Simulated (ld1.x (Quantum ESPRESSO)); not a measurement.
## Before and after: TM potential for silver

ld1.x (Quantum ESPRESSO) 7.5 input, shortened:

```
&input
   title='Ag', zed=47., rel=1, dft='PBE', iswitch=3,
   config='[Kr] 4d9.5 5s0 5p0'
 /
 &inputp
   pseudotype=2, tm=.true., lloc=2,
   nlcc=.true., rcore=0.80
 /
3
4S  1  0   2.00   0.00  0.85  0.85  0.0
4P  2  1   6.00   0.00  1.15  1.15  0.0
4D  3  2   9.50   0.00  1.60  1.60  0.0
 &test
   configts(1)='4s2 4p6 4d9.5 5s0 5p0'
 /
```

All-electron outer shells of the reference configuration (PBE, scalar-relativistic, ld1.x):

| shell | level (eV) | outermost node (bohr) | outermost maximum (bohr) |
| --- | --- | --- | --- |
| 3d | -373.63 | – | 0.27 |
| 4s | -110.19 | 0.44 | 0.82 |
| 4p | -73.66 | 0.44 | 0.87 |
| 4d | -22.04 | 0.43 | 1.03 |
| 5s | -15.88 | 1.10 | 2.28 |
| 5p | -10.13 | 1.23 | 2.86 |

Change: wave 4s (bound): rc 0.85 bohr becomes 4s (bound): rc 1.06 bohr.

Cutoffs: the cutoffs (Ry, on a coarse ladder) from which the occupation-weighted sum of valence levels, in a spherical-Bessel basis at the reference potential, stays within 10 and 1 mRy of its value at 400 Ry; they do not see the model core or the augmentation charge, which bear on the density cutoff. Errors are all-electron minus pseudo energies relative to the spin-unpolarised reference configuration.

**Question.** How do hardness, ghosts and transferability respond?

**Answer.** The potential gets softer (160 Ry and 260 Ry → 140 Ry and 230 Ry); of the 7 tests that both files solve, the error grows in 4 and shrinks in 0 by more than 15 % and 0.3 meV (median size 1.5 → 23.8 meV); the range in which the s phases agree narrows (upper end at the end of the scan → 0.4); neither file shows a bound ghost. A larger radius leaves more room for a smooth pseudo-wave, so fewer plane waves are needed. More of the atom is replaced by a form fitted at one configuration, so other configurations suffer.

| quantity | base | changed |
| --- | --- | --- |
| cutoff, loose | 160 Ry | 140 Ry |
| cutoff, tight | 260 Ry | 230 Ry |
| loose cutoff by channel (10 mRy a level) | s 140 Ry, p 70 Ry, d 55 Ry | s 120 Ry, p 70 Ry, d 55 Ry |
| bound ghosts | none | none |
| error for 4s2 4p6 4d10 5s1 5p0, meV [ΔE -17.16 eV] | -3.5 | +24 |
| error for 4s2 4p6 4d10 5s0 5p0, meV [ΔE -9.40 eV] | +0.3 | +0.3 |
| error for 4s2 4p6 4d9 5s0 5p0, meV [ΔE 12.71 eV] | -1.5 | -1.5 |
| error for 4s2 4p6 4d9 5s1 5p1, meV [ΔE -8.58 eV] | -1.4 | +37 |
| error for 4s2 4p6 4d9 5s2 5p0, meV [ΔE -13.08 eV] | -3.1 | +67 |
| error for 4s2 4p6 4d9 5s1 5p0, meV [ΔE -4.00 eV] | -0.4 | +45 |
| error for 4s2 4p6 4d8 5s0 5p0, meV [ΔE 48.91 eV] | -6.6 | -6.6 |
| s: phases at 1.74 bohr within 0.05 rad from the reference energy up to (Ry; the scan ends near 5) | to the end of the scan | 0.4 |
| p: phases at 1.74 bohr within 0.05 rad from the reference energy up to (Ry; the scan ends near 5) | 2.7 | 2.7 |
| d: phases at 1.74 bohr within 0.05 rad from the reference energy up to (Ry; the scan ends near 5) | to the end of the scan | to the end of the scan |
